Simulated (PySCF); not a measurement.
One of the candidates below gave these computed data.

All candidates are C5H9ClO.

| technique | computed result |
| --- | --- |
| UV, strongest line | among the 8 lowest singlet transitions: S7 at 8.39 eV (148 nm, f = 0.105) [TDDFT CAM-B3LYP/def2-SVPD] |
| Polarisability | 78.7 au [CAM-B3LYP/def2-SVPD] |
| Rotational structure | rotational constants A, B, C: 6.633, 0.786, 0.715 GHz [GFN2-xTB] |
| UV, first state | lowest singlet excitation: 5.22 eV (238 nm, f = 0.000) [TDDFT CAM-B3LYP/def2-SVPD] |
| Triplet | lowest triplet excitation (Tamm–Dancoff): 4.70 eV [TDA CAM-B3LYP/def2-SVPD] |
| Dipole | 3.14 D [CAM-B3LYP/def2-SVPD] |

Gas-phase values; electronic properties from PySCF, density fitting. Levels stand in brackets. One conformer (not necessarily the lowest) at the GFN2-xTB geometry, without solvent, vibrations or thermal averaging.

Question: Which candidate is it?
A. `CC[C@H](C)C(=O)Cl`
B. `CC(C)(C)C(=O)Cl`
C. `CCCCC(=O)Cl`

Answer: C. It is `CCCCC(=O)Cl`. Numbering: `[CH3:1][CH2:2][CH2:3][CH2:4][C:5](=[O:6])[Cl:7]`. Its formula, C5H9ClO, gives 1 degree of unsaturation: 0 rings and 1 π bond in the structure found. The optimised geometry has point group Cs and is an asymmetric top.

The others, at the same levels:
- `CC(C)(C)C(=O)Cl` fails: its computed strongest line among the 8 lowest singlet transitions is S5 at 7.95 eV (156 nm, f = 0.076) (against S7 at 8.39 eV), static isotropic polarisability is 76.4 au (against 78.7 au) and rotational constant A is 3.009 GHz (against 6.633 GHz).
- `CC[C@H](C)C(=O)Cl` fails: its computed static isotropic polarisability is 76.4 au (against 78.7 au), rotational constant A is 2.457 GHz (against 6.633 GHz) and smallest rotational constant is 1.506 GHz (against 0.715 GHz).

Each candidate is one conformer, not necessarily the lowest. Dipoles, sizes and rotational constants follow the conformer. The torsions of the flexible species, by atom-mapped SMILES:
- `[CH3:1][CH2:2][CH2:3][CH2:4][C:5](=[O:6])[Cl:7]`: C1–C2–C3–C4 180°, C2–C3–C4–C5 180°, C3–C4–C5–O6 0°
- `[CH3:1][C:2]([CH3:3])([CH3:4])[C:5](=[O:6])[Cl:7]`: C1–C2–C5–O6 0°
- `[CH3:1][CH2:2][C@H:3]([CH3:4])[C:5](=[O:6])[Cl:7]`: C1–C2–C3–C4 -175°, C2–C3–C5–O6 -119°
